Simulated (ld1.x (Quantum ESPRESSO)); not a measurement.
## PBE PAW dataset for gadolinium (Gd), scalar-relativistic all-electron reference.

ld1.x (Quantum ESPRESSO) 7.5 was run on this input:

```
&input
   title='Gd', zed=64., rel=1, dft='PBE', iswitch=3,
   config='[Xe] 4f7 5d1.5 6s1.5 6p0',
   nld=4, rlderiv=2.60, eminld=-6.0, emaxld=5.0, deld=0.02
 /
 &inputp
   pseudotype=3, lpaw=.true., tm=.true., lloc=-2, rcloc=1.65,
   nlcc=.true., new_core_ps=.true., rcore=1.30,
   which_augfun='PSQ', rmatch_augfun=0.90,
   file_pseudopw='Gd.UPF', file_wfcaegen='ae.wfc', file_wfcncgen='nc.wfc', file_beta='beta', file_chi='chi', file_wfcusgen='us.wfc'
 /
8
5S  1  0   2.00   0.00  1.70  2.05  0.0
6S  2  0   1.50   0.00  1.70  2.05  0.0
5P  2  1   6.00   0.00  2.25  2.35  0.0
6P  3  1   0.00   0.00  2.25  2.35  0.0
5D  3  2   1.50   0.00  2.00  2.40  0.0
5D  3  2   0.00   2.90  2.00  2.40  0.0
4F  4  3   7.00   0.00  1.25  1.60  0.0
4F  4  3   0.00   2.80  1.25  1.60  0.0
 &test
   configts(1)='4f7 5s2 5p6 5d1.5 6s1.5 6p0'
 /
```

Command:

```bash
ld1.x < Gd.in > Gd.out
```

Output (shortened: banner, matrices, multipoles, cross overlaps and the repeated all-electron block are left out):

```
Program LD1 v.7.5
     --------------------------- All-electron run ----------------------------

     Gd
     scalar relativistic calculation

     atomic number is 64.00
     dft =PBE   lsd =0 sic =0 latt =0  beta=0.20 tr2=1.0E-14
     Exchange-correlation= PBE
                           (   1   4   3   4   0   0   0)
     mesh =1263 r(mesh) = 101.10069 a.u. xmin = -7.00 dx = 0.01250
     1 Ry =  13.60569312 eV, c = 137.03599908

     n l     nl                  e(Ry)          e(Ha)          e(eV)
     1 0     1S 1( 2.00)     -3682.5926     -1841.2963    -50104.2248
     2 0     2S 1( 2.00)      -607.9957      -303.9979     -8272.2033
     2 1     2P 1( 6.00)      -541.0066      -270.5033     -7360.7699
     3 0     3S 1( 2.00)      -134.7457       -67.3729     -1833.3089
     3 1     3P 1( 6.00)      -113.9967       -56.9983     -1551.0041
     4 0     4S 1( 2.00)       -27.0975       -13.5487      -368.6799
     4 1     4P 1( 6.00)       -20.2586       -10.1293      -275.6318
     3 2     3D 1(10.00)       -86.6215       -43.3107     -1178.5450
     5 0     5S 1( 2.00)        -3.5984        -1.7992       -48.9586
     5 1     5P 1( 6.00)        -1.9507        -0.9753       -26.5402
     4 2     4D 1(10.00)       -10.8007        -5.4003      -146.9504
     4 3     4F 1( 7.00)        -0.5827        -0.2914        -7.9286
     5 2     5D 1( 1.50)        -0.1543        -0.0772        -2.0996
     6 0     6S 1( 1.50)        -0.2851        -0.1425        -3.8786
     6 1     6P 1( 0.00)        -0.0895        -0.0448        -1.2183

     final scf error:  4.1E-15 reached in  36 iterations

     Etot =  -22542.185592 Ry,  -11271.092796 Ha, -306702.059491 eV

     Ekin =   24207.881452 Ry,   12103.940726 Ha,  329365.006192 eV
     Encl =  -54993.492500 Ry,  -27496.746250 Ha, -748224.582717 eV
     Eh   =    8740.522741 Ry,    4370.261370 Ha,  118920.870144 eV
     Exc  =    -497.097285 Ry,    -248.548642 Ha,   -6763.353109 eV

     normalization and overlap integrals

     s(1S/1S) =  1.000000  <r> =   0.0219  <r2> =    0.0007  r(max) =   0.0140
     s(2S/2S) =  1.000000  <r> =   0.0933  <r2> =    0.0103  r(max) =   0.0794
     s(2P/2P) =  1.000000  <r> =   0.0824  <r2> =    0.0083  r(max) =   0.0642
     s(3S/3S) =  1.000000  <r> =   0.2444  <r2> =    0.0682  r(max) =   0.2239
     s(3P/3P) =  1.000000  <r> =   0.2430  <r2> =    0.0684  r(max) =   0.2212
     s(4S/4S) =  1.000000  <r> =   0.5528  <r2> =    0.3448  r(max) =   0.5174
     s(4P/4P) =  1.000000  <r> =   0.5851  <r2> =    0.3893  r(max) =   0.5372
     s(3D/3D) =  1.000000  <r> =   0.2212  <r2> =    0.0575  r(max) =   0.1811
     s(5S/5S) =  1.000000  <r> =   1.3340  <r2> =    2.0021  r(max) =   1.1956
     s(5P/5P) =  1.000000  <r> =   1.5654  <r2> =    2.7873  r(max) =   1.3547
     s(4D/4D) =  1.000000  <r> =   0.6358  <r2> =    0.4689  r(max) =   0.5577
     s(4F/4F) =  1.000000  <r> =   0.8680  <r2> =    0.9972  r(max) =   0.5647
     s(5D/5D) =  1.000000  <r> =   2.9701  <r2> =   11.0944  r(max) =   1.9959
     s(6S/6S) =  1.000000  <r> =   4.0661  <r2> =   18.8441  r(max) =   3.4165
     s(6P/6P) =  1.000000  <r> =   5.8464  <r2> =   39.6102  r(max) =   4.7285

     ------------------------ End of All-electron run ------------------------

     --------------------- Generating PAW atomic setup --------------------

      Generating local potential from pseudized AE potential:
      Matching radius rcloc =   1.6500
      Enforcing V''(0)=0 (lloc=-2)

      Local pseudo, rcloc= 1.634 Estimated cut-off energy=    11.84 Ry

      Computing core charge for nlcc:

       r > 1.30 : true rho core
      Core charge pseudized with two Bessel functions
      Integrated core pseudo-charge :   6.91
      Wfc-us  5S rcutus= 2.046  Estimated cut-off energy=    13.02 Ry
      Wfc-us  6S rcutus= 2.046  Estimated cut-off energy=    25.86 Ry
      Wfc-us  5P rcutus= 2.378  Estimated cut-off energy=    15.00 Ry
      Wfc-us  6P rcutus= 2.378  Estimated cut-off energy=    27.34 Ry
      Wfc-us  5D rcutus= 2.378  Estimated cut-off energy=    19.91 Ry
      Wfc-us  5D rcutus= 2.378  Estimated cut-off energy=    36.29 Ry
      Wfc-us  4F rcutus= 1.594  Estimated cut-off energy=    63.15 Ry
      Wfc-us  4F rcutus= 1.594  Estimated cut-off energy=    55.67 Ry

     Required augmentation: PSQ   radius:    0.900000

     Q pseudized with Bessel functions
     Expected ecutrho=     687.0735 due to l1=  3   l2=  3

     Estimated PAW energy = -682.897137 Ryd

     ------------------- End of pseudopotential generation -------------------

     Computing logarithmic derivative in   2.61140
     Computing logarithmic derivative in   2.61140
     Computing the partial wave expansion
     R is outside the sphere for l=    0 j= 0.00
     R is outside the sphere for l=    0 j= 0.00
     R is outside the sphere for l=    1 j= 0.00
     R is outside the sphere for l=    1 j= 0.00
     R is outside the sphere for l=    2 j= 0.00
     R is outside the sphere for l=    2 j= 0.00
     R is outside the sphere for l=    3 j= 0.00
     R is outside the sphere for l=    3 j= 0.00

     ---------------------- Testing the pseudopotential ----------------------

     Gd
     scalar relativistic calculation

     atomic number is 64.00   valence charge is 18.00
     dft = SLA  PW   PBX  PBC   lsd =0 sic =0 latt =0  beta=0.20 tr2=1.0E-14
     mesh =1263 r(mesh) = 101.10069 xmin = -7.00 dx = 0.01250

     n l     nl             e AE (Ry)        e PS (Ry)    De AE-PS (Ry)
     4 3     4F   1( 7.00)       -0.58274       -0.58280        0.00006
     1 0     5S   1( 2.00)       -3.59839       -3.59842        0.00003
     2 1     5P   1( 6.00)       -1.95067       -1.95069        0.00002
     3 2     5D   1( 1.50)       -0.15432       -0.15432        0.00001
     2 0     6S   1( 1.50)       -0.28507       -0.28507        0.00000
     3 1     6P   1( 0.00)       -0.08954       -0.08954        0.00000

     eps = 2.7E-15  iter =  6

     Etot =  -22542.185592 Ry,  -11271.092796 Ha, -306702.059491 eV
     Etotps =  -682.897139 Ry,    -341.448569 Ha,   -9291.288907 eV

     Ekin =     422.379267 Ry,     211.189634 Ha,    5746.762690 eV
     Encl =    -812.517029 Ry,    -406.258514 Ha,  -11054.857347 eV
     Ehrt =     204.337896 Ry,     102.168948 Ha,    2780.158701 eV
     Ecxc =    -497.097273 Ry,    -248.548637 Ha,   -6763.352951 eV
     (Ecc =     -13.006627 Ry,      -6.503313 Ha,    -176.964174 eV)

     ---------------------- End of pseudopotential test ----------------------
```

The ghost test of this file was not conclusive. Its overlap operator is not positive definite in a basis up to 400 Ry (lowest eigenvalue s -0.24), so the file is unfit for use: the generalised eigenproblem breaks down once the basis is large enough, and its test numbers describe a broken file.

Generation and configuration tests took about 3.1 s on one core of a shared server CPU.

Transferability test of the new file with ld1.x, input:

```
&input
   title='Gd', zed=64., rel=1, dft='PBE', iswitch=2,
   config='[Xe] 4f7 5d1.5 6s1.5 6p0'
 /
 &test
   file_pseudo='Gd.UPF', nconf=8,
   configts(1)='4f7 5s2 5p6 5d1.5 6s1.5 6p0',
   configts(2)='4f7 5s2 5p6 5d1 6s2 6p0',
   configts(3)='4f7 5s2 5p6 5d1 6s1 6p0',
   configts(4)='4f7 5s2 5p6 5d1 6s0 6p0',
   configts(5)='4f7 5s2 5p6 5d0 6s2 6p1',
   configts(6)='4f8 5s2 5p6 5d0 6s1 6p0',
   configts(7)='4f7 5s1 5p6 5d1 6s2 6p0',
   configts(8)='4f7 5s2 5p6 5d2 6s1 6p0'
 /
```

```bash
ld1.x < Gd.test.in > Gd.test.out
```

Pseudopotential blocks of its output, shortened (energy terms left out):

```
     ---------------------- Testing the pseudopotential ----------------------

     n l     nl             e AE (Ry)        e PS (Ry)    De AE-PS (Ry)
     4 3     4F   1( 7.00)       -0.58274       -0.58280        0.00006
     1 0     5S   1( 2.00)       -3.59839       -3.59842        0.00003
     2 1     5P   1( 6.00)       -1.95067       -1.95069        0.00002
     3 2     5D   1( 1.50)       -0.15432       -0.15432        0.00001
     2 0     6S   1( 1.50)       -0.28507       -0.28507        0.00000
     3 1     6P   1( 0.00)       -0.08954       -0.08954        0.00000

     eps = 2.7E-15  iter =  6

     Etot =  -22542.185592 Ry,  -11271.092796 Ha, -306702.059491 eV
     Etotps =  -682.897139 Ry,    -341.448569 Ha,   -9291.288907 eV

     ---------------------- End of pseudopotential test ----------------------

          ---------------------- Testing the pseudopotential ----------------------

     n l     nl             e AE (Ry)        e PS (Ry)    De AE-PS (Ry)
     4 3     4F   1( 7.00)       -0.63921       -0.63877       -0.00044
     1 0     5S   1( 2.00)       -3.65584       -3.65549       -0.00035
     2 1     5P   1( 6.00)       -2.00387       -2.00351       -0.00037
     3 2     5D   1( 1.00)       -0.18615       -0.18593       -0.00022
     2 0     6S   1( 2.00)       -0.30324       -0.30318       -0.00006
     3 1     6P   1( 0.00)       -0.09796       -0.09794       -0.00002

     eps = 5.0E-15  iter = 18

     Etot =  -22542.247590 Ry,  -11271.123795 Ha, -306702.903008 eV
     Etotps =  -682.959262 Ry,    -341.479631 Ha,   -9292.134133 eV
     dEtot_ae =      -0.061997 Ry
     dEtot_ps =      -0.062123 Ry,   Delta E=       0.000126 Ry

     ---------------------- End of pseudopotential test ----------------------

          ---------------------- Testing the pseudopotential ----------------------

     n l     nl             e AE (Ry)        e PS (Ry)    De AE-PS (Ry)
     4 3     4F   1( 7.00)       -1.10470       -1.10195       -0.00275
     1 0     5S   1( 2.00)       -4.12176       -4.12012       -0.00164
     2 1     5P   1( 6.00)       -2.46922       -2.46783       -0.00139
     3 2     5D   1( 1.00)       -0.61762       -0.61685       -0.00077
     2 0     6S   1( 1.00)       -0.68174       -0.68151       -0.00023
     3 1     6P   1( 0.00)       -0.42135       -0.42107       -0.00028

     eps = 4.0E-15  iter =  9

     Etot =  -22541.759205 Ry,  -11270.879602 Ha, -306696.258189 eV
     Etotps =  -682.470911 Ry,    -341.235456 Ha,   -9285.489782 eV
     dEtot_ae =       0.426388 Ry
     dEtot_ps =       0.426228 Ry,   Delta E=       0.000160 Ry

     ---------------------- End of pseudopotential test ----------------------

          ---------------------- Testing the pseudopotential ----------------------

     n l     nl             e AE (Ry)        e PS (Ry)    De AE-PS (Ry)
     4 3     4F   1( 7.00)       -1.65115       -1.65124        0.00010
     1 0     5S   1( 2.00)       -4.66838       -4.66859        0.00020
     2 1     5P   1( 6.00)       -3.01217       -3.01229        0.00012
     3 2     5D   1( 1.00)       -1.11556       -1.11554       -0.00002
     2 0     6S   1( 0.00)       -1.10492       -1.10622        0.00130
     3 1     6P   1( 0.00)       -0.78877       -0.78875       -0.00002

     eps = 8.0E-15  iter =  9

     Etot =  -22540.869868 Ry,  -11270.434934 Ha, -306684.158152 eV
     Etotps =  -681.581101 Ry,    -340.790550 Ha,   -9273.383297 eV
     dEtot_ae =       1.315724 Ry
     dEtot_ps =       1.316038 Ry,   Delta E=      -0.000314 Ry

     ---------------------- End of pseudopotential test ----------------------

          ---------------------- Testing the pseudopotential ----------------------

     n l     nl             e AE (Ry)        e PS (Ry)    De AE-PS (Ry)
     4 3     4F   1( 7.00)       -0.87591       -0.87030       -0.00561  !
     1 0     5S   1( 2.00)       -3.89387       -3.89025       -0.00363
     2 1     5P   1( 6.00)       -2.22924       -2.22593       -0.00331
     3 2     5D   1( 0.00)       -0.34258       -0.34069       -0.00189
     2 0     6S   1( 2.00)       -0.40029       -0.39983       -0.00046
     3 1     6P   1( 1.00)       -0.16118       -0.16087       -0.00032

     eps = 9.2E-15  iter = 16

     Etot =  -22542.114297 Ry,  -11271.057148 Ha, -306701.089468 eV
     Etotps =  -682.826893 Ry,    -341.413447 Ha,   -9290.333168 eV
     dEtot_ae =       0.071295 Ry
     dEtot_ps =       0.070246 Ry,   Delta E=       0.001050 Ry

     ---------------------- End of pseudopotential test ----------------------

          ---------------------- Testing the pseudopotential ----------------------

     n l     nl             e AE (Ry)        e PS (Ry)    De AE-PS (Ry)
     4 3     4F   1( 8.00)       -0.67398       -0.67994        0.00597  !
     1 0     5S   1( 2.00)       -3.85139       -3.86069        0.00929  !
     2 1     5P   1( 6.00)       -2.25071       -2.25394        0.00323
     3 2     5D   1( 0.00)       -0.51782       -0.51736       -0.00046
     2 0     6S   1( 1.00)       -0.63451       -0.63750        0.00299
     3 1     6P   1( 0.00)       -0.39465       -0.39493        0.00028

     eps = 4.2E-15  iter = 17

     Etot =  -22542.077488 Ry,  -11271.038744 Ha, -306700.588658 eV
     Etotps =  -682.790048 Ry,    -341.395024 Ha,   -9289.831865 eV
     dEtot_ae =       0.108104 Ry
     dEtot_ps =       0.107091 Ry,   Delta E=       0.001014 Ry

     ---------------------- End of pseudopotential test ----------------------

          ---------------------- Testing the pseudopotential ----------------------

     n l     nl             e AE (Ry)        e PS (Ry)    De AE-PS (Ry)
     4 3     4F   1( 7.00)       -1.54570       -1.50040       -0.04530  !
     1 0     5S   1( 1.00)       -4.50717       -4.48215       -0.02501  !
     2 1     5P   1( 6.00)       -2.81004       -2.78976       -0.02028  !
     3 2     5D   1( 1.00)       -0.82729       -0.81618       -0.01111  !
     2 0     6S   1( 2.00)       -0.78715       -0.78507       -0.00208
     3 1     6P   1( 0.00)       -0.48648       -0.48222       -0.00426

     eps = 4.7E-15  iter = 14

     Etot =  -22538.181497 Ry,  -11269.090748 Ha, -306647.580998 eV
     Etotps =  -678.900590 Ry,    -339.450295 Ha,   -9236.913095 eV
     dEtot_ae =       4.004095 Ry
     dEtot_ps =       3.996548 Ry,   Delta E=       0.007547 Ry

     ---------------------- End of pseudopotential test ----------------------

          ---------------------- Testing the pseudopotential ----------------------

     n l     nl             e AE (Ry)        e PS (Ry)    De AE-PS (Ry)
     4 3     4F   1( 7.00)       -0.53542       -0.53533       -0.00009
     1 0     5S   1( 2.00)       -3.54990       -3.54992        0.00002
     2 1     5P   1( 6.00)       -1.90575       -1.90582        0.00007
     3 2     5D   1( 2.00)       -0.12845       -0.12852        0.00007
     2 0     6S   1( 1.00)       -0.27008       -0.27008       -0.00000
     3 1     6P   1( 0.00)       -0.08324       -0.08323       -0.00001

     eps = 4.8E-15  iter = 15

     Etot =  -22542.117467 Ry,  -11271.058733 Ha, -306701.132597 eV
     Etotps =  -682.828941 Ry,    -341.414471 Ha,   -9290.361032 eV
     dEtot_ae =       0.068125 Ry
     dEtot_ps =       0.068198 Ry,   Delta E=      -0.000072 Ry

     ---------------------- End of pseudopotential test ----------------------
```
